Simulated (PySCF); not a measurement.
SMILES N[Si](O)(F)Cl (PBE0/def2-SVP optimised geometry):

```
8

N     -0.945    -1.866     1.394
Si    -0.500    -0.999     0.000
O     -1.113     0.521     0.000
F      1.113    -0.999     0.000
Cl    -1.087    -1.799    -1.791
H     -1.921    -2.049     1.595
H     -0.355    -2.631     1.703
H     -1.012     0.999     0.830
```

Method: PBE0/def2-TZVP in PySCF.

**Question.** What are the frontier orbital energies and the dipole moment?

**Answer.** HOMO-2 -9.65 eV, HOMO-1 -9.36 eV, HOMO -8.28 eV, LUMO 0.34 eV, LUMO+1 1.33 eV; dipole moment 3.16 D.

On the same geometry PBE/def2-TZVP (PySCF) gives HOMO-2 -8.13 eV, HOMO-1 -7.83 eV, HOMO -6.77 eV, LUMO -0.56 eV, LUMO+1 0.44 eV; dipole moment 3.09 D.

Meta-Löwdin charges at PBE0/def2-TZVP: N1 -0.76, Si2 1.43, O3 -0.75, F4 -0.51, Cl5 -0.30, H6 0.25, H7 0.26, H8 0.36.
